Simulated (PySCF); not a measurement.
# Correlation energy of Te³⁺ (tellurium, charge +3)

[Kr] 4d10 5s2 5p1, 2P determinant. Computed with PySCF 2.14 in x2c-TZVPPall (8s6p4d2f, 60 functions), with the spin-free X2C one-electron Hamiltonian (Gaussian nucleus). Frozen: [Ar] 3d10; 21 electrons correlated.

| level | correlation energy (mhartree) |
| --- | --- |
| CCSD | -454.63 |
| (T) | -6.50 |
| CCSD(T) | -461.13 |

Diagnostics: T1 = 0.0062, D1 = 0.0280, largest double amplitude 0.075.

Cost of the coupled-cluster step: about 5 core-seconds, for 21 correlated electrons.

Iterations:

```
CC2 = 0
CCSD nocc = (np.int64(11), np.int64(10)), nmo = (46, 46)
frozen orbitals [[0, 1, 2, 3, 4, 5, 6, 7, 8, 9, 10, 11, 12, 13], [0, 1, 2, 3, 4, 5, 6, 7, 8, 9, 10, 11, 12, 13]]
max_cycle = 100
direct = 0
conv_tol = 1e-08
conv_tol_normt = 1e-06
diis_space = 8
diis_start_cycle = 0
Init t2, MP2 energy = -0.479193241502818
Init E_corr(UCCSD) = -0.479193241503384
cycle = 1  E_corr(UCCSD) = -0.445854550320748  dE = 0.0333386912  norm(t1,t2) = 0.0481474
cycle = 2  E_corr(UCCSD) = -0.454488934826279  dE = -0.00863438451  norm(t1,t2) = 0.0118842
cycle = 3  E_corr(UCCSD) = -0.454112529659705  dE = 0.000376405167  norm(t1,t2) = 0.00413237
cycle = 4  E_corr(UCCSD) = -0.4546327638827  dE = -0.000520234223  norm(t1,t2) = 0.00115371
cycle = 5  E_corr(UCCSD) = -0.454630682453785  dE = 2.08142892e-06  norm(t1,t2) = 0.000150632
cycle = 6  E_corr(UCCSD) = -0.454624164191928  dE = 6.51826186e-06  norm(t1,t2) = 2.43235e-05
cycle = 7  E_corr(UCCSD) = -0.454625192527868  dE = -1.02833594e-06  norm(t1,t2) = 4.13338e-06
cycle = 8  E_corr(UCCSD) = -0.454625218926888  dE = -2.63990195e-08  norm(t1,t2) = 4.55145e-07
cycle = 9  E_corr(UCCSD) = -0.454625197837458  dE = 2.108943e-08  norm(t1,t2) = 9.42942e-08
cycle = 10  E_corr(UCCSD) = -0.454625197889541  dE = -5.20831156e-11  norm(t1,t2) = 1.50739e-08
UCCSD converged
E(UCCSD) = -6789.359820279506  E_corr = -0.4546251978895408
UCCSD(T) correction = -0.00650105703402824
```

This basis was not built for core-valence correlation, so the inner-shell part is incomplete.
